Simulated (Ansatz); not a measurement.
Which isomer of ClFGaH3Si gives these data?

These gas-phase data were calculated for one isomer of ClFGaH3Si at r2SCAN-D4/def2-SVP (harmonic, unscaled wavenumbers; equilibrium rotational constants with average atomic masses):

| Property | Result |
| --- | --- |
| rotational constants | 7.395, 1.2, 1.045 GHz |
| all wavenumbers above 1500 cm⁻¹ | 2227, 2216, 1995 |

Candidates:

(1) `F[SiH2][GaH][Cl]`, a singlet
(2) `F[Si@H](Cl)[GaH2]`, a singlet

Q: Assign the data to one candidate and say why.

A: Candidate (1). 2 modes lie between 2000 and 2380 cm⁻¹, one for each Si–H bond, while (2) has 1.

The same quantities for all candidates:

```
     rotational constants (GHz)  wavenumbers above 1500 cm⁻¹  E above the lowest, r2SCAN-D4/def2-SVP (kcal/mol)
(1)           7.395, 1.2, 1.045             2227, 2216, 1995                                                0.0
(2)         3.647, 1.495, 1.145             2233, 1989, 1975                                                8.5
```

Harmonic stretches to hydrogen usually lie a few per cent above observed fundamentals. Each candidate is one conformer. Programs: Ansatz 0.2.0.
